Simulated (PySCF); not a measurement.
Broadened absorption spectrum of C6H6ClN

C6H6ClN.
InChI=1S/C6H6ClN/c7-5-3-1-2-4-6(5)8/h1-4H,8H2

Computed with TDDFT CAM-B3LYP/def2-SVPD, vertical, gas phase, core orbitals frozen in the response (PySCF 2.14.0, density-fitted response routines). Geometry: PBE0-D3(BJ)/def2-SVP; no solvent, vibrations or thermal averaging. Torsions of this conformer, `[NH2:1][c:2]1[cH:3][cH:4][cH:5][cH:6][c:7]1[Cl:8]`: H–N1–C2–C3 22°, H–N1–C2–C3 164°.

Each state is given a Gaussian of 0.4 eV full width at half maximum, with ε(max) = 2.175×10⁸ f / Δν̃ (Δν̃ the width in cm⁻¹). The width is an assumption, not a result. The curve ends short of the highest state used, and states not computed would add to its high-energy end.

E (eV), ε (L mol⁻¹ cm⁻¹) and a bar:
```
     4.22          9 
     4.26         19 
     4.30         40 
     4.35         94 
     4.39        173 
     4.43        304 
     4.47        504 
     4.52        878 
     4.56       1285 #
     4.60       1781 #
     4.65       2476 #
     4.69       3027 ##
     4.73       3502 ##
     4.78       3886 ##
     4.82       3969 ##
     4.86       3834 ##
     4.91       3398 ##
     4.95       2899 ##
     4.99       2344 #
     5.04       1674 #
     5.08       1223 #
     5.12        886 
     5.17        656 
     5.21        640 
     5.25        784 
     5.30       1203 #
     5.34       1736 #
     5.38       2431 #
     5.43       3470 ##
     5.47       4349 ##
     5.51       5169 ###
     5.56       5951 ###
     5.60       6277 ###
     5.64       6287 ###
     5.69       5867 ###
     5.73       5255 ###
     5.77       4493 ##
     5.82       3475 ##
     5.86       2710 #
     5.90       2051 #
     5.95       1430 #
     5.99       1128 #
     6.03       1037 #
     6.08       1321 #
     6.12       2006 #
     6.16       3279 ##
     6.21       6028 ###
     6.25       9424 #####
     6.29      14059 #######
     6.34      21615 ###########
     6.38      28806 ###############
     6.42      36500 ###################
     6.47      45729 ########################
     6.51      51786 ###########################
     6.55      55828 #############################
     6.60      57258 ##############################
```

Question: Locate the maxima and give the states behind the curve.

Answer: 257 nm (4.82 eV), ε about 4000, made up of S1 (100%); 221 nm (5.62 eV), ε about 6300, made up of S2 (95%); 188 nm (6.59 eV), ε about 57000, made up of S5 (52%), S6 (26%) and S7 (16%) (ε in L mol⁻¹ cm⁻¹; maxima over ε = 5, shares over 10%). The states used: S1 4.82 eV (f 0.059); S2 5.61 eV (f 0.089); S3 5.81 eV (f 0.0075); S4 5.91 eV (f 0.0025); S5 6.54 eV (f 0.466); S6 6.62 eV (f 0.225); S7 6.67 eV (f 0.154); S8 6.72 eV (f 0.062); S9 7.05 eV (f 0.0013); S10 7.20 eV (f 0.0044).

Question: On this curve, what absorbance would a 10⁻³ mol/L sample give at 248 nm over a 1 cm path?

Answer: 248 nm is 4.999 eV, where ε is about 2200 L mol⁻¹ cm⁻¹, so A = ε c l ≈ 2.2 (Beer–Lambert, with the gas-phase spectrum and the assumed width).

Question: Coming from long wavelengths, where does ε first pass 100 L mol⁻¹ cm⁻¹?

Answer: At about 285 nm (4.35 eV), 0.46 eV below S1.

Question: What would ε be at 6.59 eV, the highest of these maxima, with half the width (0.2 eV)?

Answer: About 96500 L mol⁻¹ cm⁻¹ against 57300, a factor of about 1.7; a lone state at its own centre would give exactly 2.

All these states lie below the vertical ionisation energy of 8.01 eV (ΔSCF).
